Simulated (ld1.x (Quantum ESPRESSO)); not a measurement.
# Al (Z = 13): variants of one TM potential

Base potential:

| Property | Result |
| --- | --- |
| Element | aluminium (Al) |
| Generator | ld1.x (Quantum ESPRESSO) 7.5 |
| Type | norm-conserving Troullier–Martins (Kleinman–Bylander form) |
| Functional | LDA (PZ) |
| Relativity | scalar-relativistic |
| Frozen core | [He] |
| Valence charge | 11 |
| Reference configuration | 2s2 2p6 3s1.5 3p0 (charge +1.5) |
| Partial waves | 2p (bound): rc 0.95 bohr; 3d channel at 0.05 Ry: rc 0.95 bohr; 2s (bound): rc 0.95 bohr |
| Local potential | the s channel |
| Core correction | full core density, not smoothed (it rises at the typed radius of 0.90 bohr, so ld1.x skipped the fit) |

Occupied shells without a wave of their own: 3s. They enter only through the test configuration that unscreens the potential, and ld1.x also counts them in the model core charge.

Cutoffs, loose and tight: the cutoffs (Ry, on a coarse ladder) from which the occupation-weighted sum of valence levels, in a spherical-Bessel basis at the reference potential, stays within 10 and 1 mRy of its value at 400 Ry. They do not see the model core or the augmentation charge, which bear on the density cutoff. Test errors are all-electron minus pseudo excitation energies from the reference, over the configurations 2s2 2p6 3s2 3p1; 2s2 2p6 3s2 3p0; 2s2 2p6 3s1 3p0; 2s2 2p5 3s2 3p1; 2s2 2p6 3s1 3p1; 2s2 2p6 3s1 3p2; 2s2 2p6 3s2 3p0.5 (two spin-polarised tests are not counted in the largest error). A dash means not determined; rows that change the core or the reference have their own tests.

With those shells counted twice in exchange and correlation these files are broken, and their errors move erratically; no question is asked of them.

| change | outcome | cutoff, loose | cutoff, tight | bound ghosts | largest test error (meV) |
| --- | --- | --- | --- | --- | --- |
| base | generated, misses its reference levels by 0.39 eV | 180 Ry | over 300 Ry | none | -441 |
| wave 3d channel at 0.05 Ry: rc 0.95 bohr becomes 3d channel at 0.05 Ry: rc 0.84 bohr | generated, misses its reference levels by 0.39 eV | 180 Ry | over 300 Ry | none | -441 |
| core [Ne], valence charge 3; reference 3s2 3p1; waves now 3s (bound): rc 1.55 bohr; 3p (bound): rc 2.45 bohr; 3d channel at 0.05 Ry: rc 2.55 bohr; local potential the d channel; core correction a·sin(br)/r model core, default radius (core density twice the valence density) | generated | 21 Ry | 55 Ry | none | +22 |
| all radii but the core radius scaled by about 1.28 (s 1.22, p 1.22, d 1.22 bohr) | generated, misses its reference levels by 0.57 eV | 140 Ry | 260 Ry | none | -653 |
| reference 2s2 2p6 3s2 3p1 | generated, misses its reference levels by 0.29 eV | 180 Ry | over 300 Ry | none | -3288 |
| local potential all-electron potential smoothed inside 0.90 bohr (lloc = -1) | generated, misses its reference levels by 0.27 eV | 180 Ry | over 300 Ry | none | -554 |
| wave 3d channel at 0.05 Ry: rc 0.95 bohr becomes 3d channel at -0.13 Ry: rc 0.95 bohr | generated, misses its reference levels by 0.39 eV | 180 Ry | over 300 Ry | none | -441 |
| wave 2s (bound): rc 0.95 bohr becomes 2s (bound): rc 1.34 bohr | generated, misses its reference levels by 0.50 eV | 180 Ry | over 300 Ry | none | +542 |
| functional BLYP | generated, misses its reference levels by 0.40 eV | 180 Ry | over 300 Ry | none | +462 |
| type ultrasoft; waves now 2s (bound): rcut 0.85, rcutus 0.95 bohr; 3s (bound): rcut 0.85, rcutus 0.95 bohr; 2p (bound): rcut 0.85, rcutus 0.95 bohr; 3p (bound): rcut 0.85, rcutus 0.95 bohr; 3d channel at 0.05 Ry: rcut 0.85, rcutus 0.95 bohr; 3d channel at 0.7 Ry: rcut 0.85, rcutus 0.95 bohr; local potential all-electron potential smoothed inside 0.70 bohr (lloc = -1); core correction a·sin(br)/r model core inside 0.90 bohr; augmentation PSQ, radius 0.65 bohr | generated | 90 Ry | 160 Ry | none | +78 |
| wave 2p (bound): rc 0.95 bohr becomes 2p (bound): rc 0.68 bohr | generated, misses its reference levels by 0.39 eV | 300 Ry | over 300 Ry | none | +381 |
| core correction a·sin(br)/r model core inside 0.62 bohr | generated, misses its reference levels by 0.39 eV | 180 Ry | over 300 Ry | none | -441 |
| reference 2s2 2p6 3s1 3p2 | generated, misses its reference levels by 0.32 eV | 180 Ry | over 300 Ry | none | -2672 |
